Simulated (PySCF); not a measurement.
SMILES C[Si](C)([SiH2]CBr)C (GFN2-xTB optimised geometry):

```
20

C      1.839     1.555     0.865
Si     1.147    -0.005     0.000
C      1.771    -1.545     0.942
C      1.825    -0.060    -1.785
Si    -1.191    -0.005     0.000
C     -1.841     1.802     0.000
Br    -1.182     2.735    -1.585
H      1.483     1.636     1.889
H      2.925     1.542     0.899
H      1.544     2.460     0.341
H      2.856    -1.584     0.959
H      1.419    -2.460     0.475
H      1.428    -1.550     1.972
H      1.483    -0.947    -2.310
H      2.912    -0.071    -1.799
H      1.500     0.805    -2.357
H     -1.825    -0.608    -1.181
H     -1.869    -0.592     1.168
H     -1.496     2.382     0.852
H     -2.925     1.867    -0.046
```

Level of theory: PBE/def2-SVP (PySCF).

Q: What are the frontier orbital energies and the dipole moment?

A: HOMO-2 -6.69 eV, HOMO-1 -6.45 eV, HOMO -6.18 eV, LUMO -1.02 eV, LUMO+1 -0.31 eV; dipole moment 1.47 D.

Meta-Löwdin charges at PBE/def2-SVP: C1 -0.54, Si2 0.64, C3 -0.54, C4 -0.53, Si5 0.31, C6 -0.38, Br7 -0.10, H8 0.11, H9 0.12, H10 0.12, H11 0.11, H12 0.11, H13 0.11, H14 0.11, H15 0.11, H16 0.12, H17 -0.07, H18 -0.08, H19 0.13, H20 0.13.
